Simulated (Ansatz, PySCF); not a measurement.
methylcyclobutane (C₅H₁₀), SMILES CC1CCC1. Atoms are numbered in the order given.

```xyz
15

C      1.9124    -0.1141     0.0000
C      0.4930     0.4063     0.0000
C     -0.5010    -0.0904    -1.0723
C     -1.6060    -0.0738     0.0000
C     -0.5010    -0.0904     1.0723
H      2.4662     0.2277    -0.8892
H      1.9274    -1.2164     0.0000
H      2.4662     0.2277     0.8892
H      0.4995     1.5103     0.0000
H     -0.6384     0.5205    -1.9780
H     -0.2576    -1.1202    -1.3825
H     -2.1550     0.8807     0.0000
H     -2.3396    -0.8938     0.0000
H     -0.2576    -1.1202     1.3825
H     -0.6384     0.5205     1.9780
```
Charge 0, spin multiplicity 1.

Geometry optimised at PBE0-D3(BJ)/def2-SVP.

Two levels are set side by side: PBE-D3(BJ)/def2-SVP (Ansatz, a program for electronic structure) and PBE0-D3(BJ)/def2-SVP (Ansatz). Each level has its own optimised geometry; the coordinates shown are those of the second. Frequencies come from the Hessian of PySCF at each geometry. Differences are taken from unrounded values.

| quantity | PBE0-D3(BJ) | PBE-D3(BJ) | PBE-D3(BJ) minus PBE0-D3(BJ) |
|---|---|---|---|
| mean bond length (Å) | 1.247 | 1.255 | 0.009 |
| bond C1–C2 (Å) | 1.512 | 1.520 | 0.008 |
| bond C2–C3 (Å) | 1.544 | 1.555 | 0.011 |
| bond C2–C5 (Å) | 1.544 | 1.555 | 0.011 |
| bond C3–C4 (Å) | 1.540 | 1.550 | 0.010 |
| bond C4–C5 (Å) | 1.540 | 1.550 | 0.010 |
| bond C1–H6 (Å) | 1.102 | 1.110 | 0.008 |
| bond C1–H7 (Å) | 1.102 | 1.111 | 0.008 |
| bond C1–H8 (Å) | 1.102 | 1.110 | 0.008 |
| bond C2–H9 (Å) | 1.104 | 1.112 | 0.008 |
| bond C3–H10 (Å) | 1.101 | 1.109 | 0.008 |
| bond C3–H11 (Å) | 1.103 | 1.111 | 0.008 |
| bond C4–H12 (Å) | 1.101 | 1.109 | 0.008 |
| bond C4–H13 (Å) | 1.100 | 1.108 | 0.008 |
| bond C5–H14 (Å) | 1.103 | 1.111 | 0.008 |
| bond C5–H15 (Å) | 1.101 | 1.109 | 0.008 |
| highest harmonic wavenumber (cm⁻¹) | 3148 | 3057 | -91 |
| mean harmonic wavenumber (cm⁻¹) | 1566 | 1516 | -50 |
| zero-point energy (kcal/mol) | 87.30 | 84.50 | -2.80 |

Exact exchange shortens and stiffens bonds; PBE has none. Differences between two approximate levels are no errors against the true value.
